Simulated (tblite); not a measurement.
Compound: C6H11As.
SMILES with atom numbers: `[CH3:1][C:2]1=[CH:3][C@@H:4]([CH3:5])[AsH:6][CH2:7]1` (hydrogens: H8, H9, H10 on C1; H11 on C3; H12 on C4; H13, H14, H15 on C5; H16 on As6; H17, H18 on C7)

Computed with GFN2-xTB (tblite), gas phase: L-BFGS steps from a force-field or distance-geometry start until the largest atomic force falls under 0.01 eV/Å.

Step 4: E = -565.5232 eV
```
atom  x, y, z in Å  |  force x, y, z in eV/Å
C1      2.3859   -0.9360   -0.3489    0.012   0.142  -0.065
C2      1.0995   -0.1779   -0.3577    0.703   0.493   0.091
C3     -0.0622   -0.7434   -0.5779   -0.844  -0.336  -0.145
C4     -1.2929    0.1165   -0.5925   -0.001   0.042   0.064
C5     -2.5335   -0.5785   -0.0231    0.047   0.071  -0.153
As6    -0.7121    1.6679    0.5613   -0.009   0.013   0.165
C7      1.1298    1.3186   -0.1371   -0.109  -0.031   0.042
H8      2.6430   -1.2235    0.6690    0.067  -0.058   0.009
H9      3.1772   -0.3096   -0.7416    0.239   0.047  -0.037
H10     2.2979   -1.8209   -0.9718    0.067  -0.130   0.086
H11    -0.1472   -1.8096   -0.7499   -0.114   0.069  -0.088
H12    -1.5063    0.4130   -1.6341    0.050   0.124   0.212
H13    -3.1979    0.1871    0.3746   -0.199  -0.111   0.059
H14    -3.0531   -1.1228   -0.8066   -0.099  -0.107  -0.029
H15    -2.2862   -1.2861    0.7689    0.082   0.176   0.021
H16    -1.2116    2.8903   -0.2400    0.280  -0.350  -0.255
H17     1.3715    1.8331   -1.0793   -0.089  -0.029   0.198
H18     1.8896    1.5883    0.6103   -0.082  -0.025  -0.176
```

Step 5: E = -565.5587 eV
```
atom  x, y, z in Å  |  force x, y, z in eV/Å
C1      2.3930   -0.9280   -0.3537   -0.014   0.067  -0.024
C2      1.1030   -0.1775   -0.3564    0.178   0.236  -0.076
C3     -0.0667   -0.7453   -0.5806   -0.341  -0.094  -0.013
C4     -1.2908    0.1235   -0.5864   -0.112  -0.003   0.029
C5     -2.5341   -0.5747   -0.0339   -0.091   0.025  -0.004
As6    -0.7164    1.6763    0.5887    0.058  -0.143  -0.210
C7      1.1174    1.3134   -0.1354    0.024   0.136   0.080
H8      2.6434   -1.2278    0.6592    0.121   0.004   0.158
H9      3.1936   -0.3081   -0.7427    0.131   0.013  -0.032
H10     2.3009   -1.8232   -0.9577    0.072  -0.126  -0.073
H11    -0.1543   -1.8106   -0.7554   -0.116   0.082  -0.089
H12    -1.5080    0.4180   -1.6283    0.109   0.210   0.231
H13    -3.2068    0.1749    0.3807   -0.189  -0.020  -0.046
H14    -3.0620   -1.1315   -0.8076    0.026  -0.011   0.002
H15    -2.2837   -1.2671    0.7651    0.120  -0.008   0.091
H16    -1.1945    2.8690   -0.2579    0.236  -0.293  -0.173
H17     1.3730    1.8359   -1.0704   -0.220  -0.051   0.144
H18     1.8844    1.5892    0.5963    0.004  -0.026   0.007
```

Step 6: E = -565.5722 eV
```
atom  x, y, z in Å  |  force x, y, z in eV/Å
C1      2.3957   -0.9243   -0.3559   -0.003  -0.001   0.006
C2      1.1039   -0.1751   -0.3578   -0.064   0.038  -0.126
C3     -0.0706   -0.7457   -0.5811   -0.035   0.042   0.042
C4     -1.2919    0.1261   -0.5834   -0.119  -0.015   0.049
C5     -2.5358   -0.5730   -0.0377   -0.127  -0.015   0.084
As6    -0.7171    1.6772    0.5957    0.058  -0.169  -0.265
C7      1.1130    1.3135   -0.1333    0.035   0.117   0.087
H8      2.6455   -1.2293    0.6578    0.108   0.056   0.126
H9      3.2021   -0.3074   -0.7437    0.052  -0.022  -0.015
H10     2.3032   -1.8259   -0.9533    0.074  -0.057  -0.087
H11    -0.1590   -1.8100   -0.7590   -0.110   0.079  -0.087
H12    -1.5070    0.4234   -1.6225    0.101   0.240   0.169
H13    -3.2133    0.1699    0.3821   -0.174   0.006  -0.081
H14    -3.0650   -1.1351   -0.8081    0.067   0.014   0.012
H15    -2.2808   -1.2598    0.7649    0.107  -0.045   0.082
H16    -1.1841    2.8561   -0.2676    0.207  -0.246  -0.158
H17     1.3700    1.8364   -1.0649   -0.236  -0.011   0.064
H18     1.8826    1.5892    0.5913    0.058  -0.011   0.097
```

Step 7: E = -565.5940 eV
```
atom  x, y, z in Å  |  force x, y, z in eV/Å
C1      2.4001   -0.9192   -0.3588    0.018  -0.096   0.039
C2      1.1039   -0.1705   -0.3630   -0.292  -0.250  -0.128
C3     -0.0775   -0.7450   -0.5810    0.346   0.186   0.083
C4     -1.2962    0.1297   -0.5771   -0.085  -0.022   0.079
C5     -2.5413   -0.5710   -0.0409   -0.129  -0.063   0.183
As6    -0.7169    1.6745    0.6008    0.020  -0.150  -0.201
C7      1.1063    1.3155   -0.1280    0.058   0.000   0.077
H8      2.6513   -1.2299    0.6579    0.053   0.144   0.020
H9      3.2165   -0.3068   -0.7455   -0.098  -0.087   0.020
H10     2.3089   -1.8309   -0.9482    0.072   0.078  -0.070
H11    -0.1692   -1.8070   -0.7670   -0.086   0.070  -0.077
H12    -1.5030    0.4383   -1.6098    0.055   0.256   0.037
H13    -3.2281    0.1623    0.3825   -0.137   0.031  -0.115
H14    -3.0682   -1.1405   -0.8087    0.112   0.030   0.029
H15    -2.2738   -1.2489    0.7663    0.050  -0.079   0.059
H16    -1.1625    2.8296   -0.2871    0.144  -0.140  -0.161
H17     1.3594    1.8373   -1.0551   -0.220   0.082  -0.079
H18     1.8816    1.5891    0.5862    0.120   0.009   0.206
```

Problem. Estimate the geometry and energy of step 8. (The exact step hangs on the optimiser's Hessian estimate; all steps are aligned on step 7, rigid shifts and turns removed.)

Solution. E = -565.6115 eV, largest force 0.489 eV/Å
```
atom  x, y, z in Å  |  force x, y, z in eV/Å
C1      2.4035   -0.9167   -0.3604    0.019  -0.133   0.044
C2      1.1030   -0.1683   -0.3690   -0.289  -0.353  -0.056
C3     -0.0819   -0.7431   -0.5801    0.442   0.199   0.061
C4     -1.3015    0.1319   -0.5703   -0.024  -0.016   0.063
C5     -2.5478   -0.5706   -0.0399   -0.066  -0.070   0.191
As6    -0.7162    1.6688    0.6002   -0.029  -0.073  -0.037
C7      1.1023    1.3169   -0.1219    0.103  -0.117   0.037
H8      2.6574   -1.2274    0.6591   -0.003   0.189  -0.059
H9      3.2265   -0.3080   -0.7468   -0.195  -0.111   0.037
H10     2.3152   -1.8340   -0.9459    0.064   0.148  -0.046
H11    -0.1794   -1.8025   -0.7752   -0.056   0.052  -0.067
H12    -1.4982    0.4560   -1.5977    0.000   0.220  -0.042
H13    -3.2437    0.1568    0.3804   -0.094   0.032  -0.115
H14    -3.0686   -1.1445   -0.8087    0.125   0.017   0.042
H15    -2.2668   -1.2420    0.7690   -0.023  -0.088   0.047
H16    -1.1413    2.8044   -0.3068    0.085  -0.040  -0.178
H17     1.3457    1.8395   -1.0482   -0.180   0.135  -0.143
H18     1.8830    1.5890    0.5860    0.119   0.009   0.222
```

The energy changes by -0.0176 eV. The first-order estimate −F·Δx gives -0.0238 eV and the mean of the old and new forces, exact on a quadratic surface, -0.0175 eV. The step makes an angle of 64° with the force vector and moves no atom by more than 0.038 Å.

What follows is the cost of the whole relaxation. Hardware: Arm Neoverse N1, one thread, no GPU, on a shared host. Cost: 1.6 s of wall time.
